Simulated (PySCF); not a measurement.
1,2,4-triazole cation (C2H3N3), SMILES c1nc[nH]n1 (connectivity only; charge and spin as stated), charge +1, multiplicity 2. Atoms are numbered in the order given.

```xyz
8

C      0.0761     1.1971     0.0000
N      1.0797     0.3066     0.0000
C      0.6385    -0.9480     0.0000
N     -0.6749    -0.8295     0.0000
N     -1.0135     0.4688     0.0000
H      0.1364     2.2855     0.0000
H      1.2429    -1.8565     0.0000
H     -1.4052    -1.5446     0.0000
```
Charge +1, spin multiplicity 2.

Geometry: PBE0-D3(BJ)/def2-SVP. The multiplicity is an assumed one; other spin states were not compared.

Level of theory: PySCF with PBE/def2-TZVP.

ESP charges are fitted to the potential on shells at 1.4 to 2.0 van der Waals radii. Atomic charges (e):

| atom | ESP fit | Mulliken | Mulliken spin |
|---|---|---|---|
| C1 | ___ | 0.12 | -0.01 |
| N2 | ___ | -0.02 | 0.61 |
| C3 | 0.02 | 0.11 | -0.01 |
| N4 | -0.03 | -0.01 | 0.01 |
| N5 | -0.03 | 0.00 | 0.40 |
| H6 | ___ | 0.24 | 0.00 |
| H7 | ___ | 0.24 | 0.00 |
| H8 | 0.37 | 0.31 | 0.00 |

### Question
What belongs in the gaps? (The exact figures need the calculation; the answer reports its results.)

### Answer

- C1, ESP fit: 0.08
- N2, ESP fit: 0.07
- H6, ESP fit: 0.25
- H7, ESP fit: 0.25

### Question
Give the Mayer and Wiberg (Löwdin basis) orders of the bonds. (An estimate is asked for; the answer gives what the named calculation found.)

### Answer

```json
[
 {"bond": "C1–N2", "Mayer": "1.32", "Wiberg": "1.65"},
 {"bond": "N2–C3", "Mayer": "1.40", "Wiberg": "1.71"},
 {"bond": "C3–N4", "Mayer": "1.40", "Wiberg": "1.71"},
 {"bond": "C1–N5", "Mayer": "1.54", "Wiberg": "1.90"},
 {"bond": "N4–N5", "Mayer": "1.14", "Wiberg": "1.47"},
 {"bond": "C1–H6", "Mayer": "0.92", "Wiberg": "0.86"},
 {"bond": "C3–H7", "Mayer": "0.91", "Wiberg": "0.86"},
 {"bond": "N4–H8", "Mayer": "0.87", "Wiberg": "0.85"}
]
```
